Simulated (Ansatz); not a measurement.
A nudged elastic band was laid between two geometries of CH6Ge + ClH (10 atoms, charge 0, multiplicity 1).

All numbers below come from RHF/def2-SVP in Ansatz.

```
movable images  : 9
climbing image  : yes
spring          : 5.0 eV/Å²
optimiser       : quadratic models (default)
start path      : straight line
force threshold : 0.05 eV/Å
iteration limit : 60
end points      : relaxed
```

First end point:

```xyz
10
Properties=species:S:1:pos:R:3
Ge -0.108 0.292 -0.158
H -0.312 0.136 1.360
H 1.394 0.449 -0.435
C -1.093 1.862 -0.803
H -2.160 1.756 -0.601
H -0.737 2.767 -0.308
H -0.958 1.983 -1.879
H -0.616 -0.980 -0.852
Cl 1.776 -2.854 1.697
H 1.183 -2.186 2.603
```

Last end point:

```xyz
10
Properties=species:S:1:pos:R:3
Ge 0.763 -0.201 -0.553
H -2.834 -0.827 2.226
H 2.136 -0.265 -1.222
C -0.018 1.582 -0.618
H -0.964 1.599 -0.077
H 0.658 2.306 -0.162
H -0.200 1.875 -1.654
H -0.167 -1.274 -1.120
Cl 1.081 -0.711 1.548
H -2.088 -0.861 2.255
```

(1) Which bonds break or form, and what moves?

(2) What energy profile does the band end with?

(3) What is the geometry of the highest image?

## Answers

(1) Bonds broken: Ge1–H2, Cl9–H10. Bonds formed: Ge1–Cl9, H2–H10. CH6Ge + ClH becomes CH5ClGe + H2.

(2) The forces met the threshold. The highest image is number 5 of 0 to 10, 224.3 kJ/mol above the first end and 271.7 kJ/mol above the last; the last end lies 47.4 kJ/mol below the first. Neighbouring images differ by up to 1.7 eV, so the band resolves the path poorly. Another band between the same ends (9 images) ends at a top of the same energy, where a vibrational analysis finds 1 clearly imaginary mode. The orbitals stay closed-shell, which can raise the energy where a bond breaks towards radicals; this wasn't checked here.

```tsv
image	path coordinate (Å)	energy (kJ/mol)	Ge1–H2 (Å)	Cl9–H10 (Å)	Ge1–Cl9 (Å)
0	0.00	0.0	1.54	1.27	4.11
1	0.59	0.8	1.54	1.27	4.05
2	1.18	6.8	1.54	1.27	3.76
3	1.77	30.9	1.54	1.28	3.38
4	2.36	105.9	1.60	1.35	2.97
5	2.96	224.3	1.85	1.85	2.78
6	4.16	63.5	2.62	2.23	2.27
7	5.36	-28.5	3.58	2.59	2.19
8	6.56	-46.6	4.53	3.08	2.19
9	7.77	-47.4	4.69	3.24	2.19
10	8.97	-47.4	4.59	3.25	2.19
```

(3) 
```xyz
10
Properties=species:S:1:pos:R:3
Ge 0.156 -0.159 -0.216
H -0.381 0.185 1.515
H 1.652 -0.032 -0.396
C -0.714 1.554 -0.611
H -1.778 1.531 -0.370
H -0.245 2.375 -0.066
H -0.609 1.752 -1.681
H -0.632 -1.298 -0.823
Cl 0.922 -2.138 1.575
H -0.003 -0.546 1.697
```

Time of the run: 5 min on 2 threads of Arm Neoverse V1 (shared host), peak memory 0.21 GiB.
